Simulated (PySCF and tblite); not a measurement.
Results of a calculation; reference values are marked as such.
C6H9FO, numbered as in [O:1]=[C:2]1[CH2:3][CH2:4][CH2:5][CH2:6][C@@H:7]1[F:8]. Conformers came from 90 starts (ETKDG and KDG, MMFF94s, GFN2-xTB); geometries are PBE0-D3(BJ)/def2-SVP. Energies: PBE0-D3(BJ)/def2-TZVP, with GFN2-xTB thermal terms (modes under about 100 cm⁻¹ blended into free rotors). Symmetry numbers and mirror images are counted. Conformers within 4 kcal/mol (GFN2-xTB free energy) were kept, 5 at most. GIAO shieldings: PBE0/pcSseg-1. Shifts are against TMS (¹H), TMS (¹³C), CFCl3 (¹⁹F) at the same level; of two unlike H on one atom, a is the less shielded. Codes: tblite and PySCF.

The 6-ring runs over atoms 2–3–4–5–6–7.

| conformer | shape | point group | mirror pair | ΔE(DFT) | Δ(G−E) at 350 K | δ H6a (ppm) |
| --- | --- | --- | --- | --- | --- | --- |
| 1 | 6-ring chair (all substituents equatorial) | C1 | no | 0.00 | 0.00 | 2.27 |
| 2 | 6-ring chair (F8 axial) | C1 | no | 0.01 | 0.18 | 1.46 |
| 3 | 6-ring twist-boat (ring torsions -33, 63, -28, -33, 64, -28°) | C1 | no | 3.90 | -0.06 | 1.96 |
| 4 | 6-ring between boat and twist-boat (ring torsions 56, -39, -18, 61, -45, -12°) | C1 | no | 4.33 | -0.31 | 2.10 |

Energies in kcal/mol; the thermal term leaves out symmetry numbers and mirror images.

Work out the weights at 350 K and the ¹H shift of H6a under fast exchange.

RT = 0.696 kcal/mol. Each conformer gets RT ln(σ/g), with σ the rotational symmetry number and g = 2 for a mirror pair: 1: σ = 1, g = 1, G = 0.00 + 0.00 + 0.00 = 0.00, 0.00 above the lowest, exp(−ΔG/RT) = 1.000; 2: σ = 1, g = 1, G = 0.01 + 0.18 + 0.00 = 0.18, 0.18 above the lowest, exp(−ΔG/RT) = 0.769; 3: σ = 1, g = 1, G = 3.90 − 0.06 + 0.00 = 3.84, 3.84 above the lowest, exp(−ΔG/RT) = 0.004; 4: σ = 1, g = 1, G = 4.33 − 0.31 + 0.00 = 4.02, 4.02 above the lowest, exp(−ΔG/RT) = 0.003. The sum is 1.777, so the weights are 56.3, 43.3, 0.2, 0.2 %. The averaged shift is 1.92 ppm. At 298.15 K it is 1.93 ppm. At 298.15 K the leading conformer alone gives 2.27 ppm and bare DFT energies give 1.87 ppm.
